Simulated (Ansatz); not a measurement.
The same substitution along the group O, S, Se.

Isolated molecules relaxed with PBE0-D4/def2-TZVP in Ansatz; ΔE leaves out vibrations. CCSD(T)/CBS is the MP2 limit (def2-TZVPP, def2-QZVPP) plus CCSD(T) − MP2 in def2-TZVPP, frozen cores. This one scheme is used for every species. Functionals use def2-TZVPP. B3LYP here is the variant with VWN-RPA as its local correlation; programs differ in this. For Se outer-core shells are correlated without core-valence functions, which leaves a few kJ/mol of doubt a bond. Scalar relativity is left out up to krypton. One conformer a species, not always the lowest.

```csv
reaction,CCSD(T)/CBS(def2) (eV)
`C=C(O)F` + `[NH2][AlH2]` → `C=C(F)[NH][AlH2]` + H₂O,?
`C=C(F)S` + `[NH2][AlH2]` → `C=C(F)[NH][AlH2]` + H₂S,-0.25
`C=C(F)[SeH]` + `[NH2][AlH2]` → `C=C(F)[NH][AlH2]` + H₂Se,-0.21
```

Q: Fill in the missing values. (Estimate.)

A: The calculation gave: `C=C(O)F` + `[NH2][AlH2]` → `C=C(F)[NH][AlH2]` + H₂O: -0.24 eV.

Largest T1 diagnostic: 0.013, for `C=C(F)[NH][AlH2]`.
